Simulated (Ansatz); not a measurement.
One change: `BCCBO` becomes `CCCBO`.

Ansatz, PBE0-D4/def2-TZVP geometries, multiplicity 1. Each molecule was computed in one conformer, which needn't be the lowest.

```
                                          property  `BCCBO`
               HOMO–LUMO gap (PBE/def2-TZVPP) / eV     4.39
             HOMO energy (ωB97M-V/def2-TZVPP) / eV   -10.43
                 LUMO energy (PBE/def2-TZVPP) / eV    -2.34
             LUMO energy (ωB97M-V/def2-TZVPP) / eV     0.59
size of the dipole moment (ωB97M-V/def2-TZVPP) / D     1.38
                LUMO energy (PBE0/def2-TZVPP) / eV    -1.31
```

(1) Give the same properties after the change, and the shifts. (Estimate.)

Answers

(1) The calculation gave: 
| property | `CCCBO` | shift |
| --- | --- | --- |
| HOMO–LUMO gap (PBE/def2-TZVPP) / eV | 6.12 | 1.73 |
| HOMO energy (ωB97M-V/def2-TZVPP) / eV | -10.60 | -0.17 |
| LUMO energy (PBE/def2-TZVPP) / eV | -0.74 | 1.60 |
| LUMO energy (ωB97M-V/def2-TZVPP) / eV | 2.14 | 1.55 |
| size of the dipole moment (ωB97M-V/def2-TZVPP) / D | 1.95 | 0.57 |
| LUMO energy (PBE0/def2-TZVPP) / eV | 0.28 | 1.59 |

With PBE0 the HOMO falls by 0.17 eV and the LUMO rises by 1.59 eV, so the gap widens by about 1.76 eV. PBE moves the HOMO by -0.13 eV and ωB97M-V by -0.17 eV. Dipoles are sizes alone; their direction can turn.
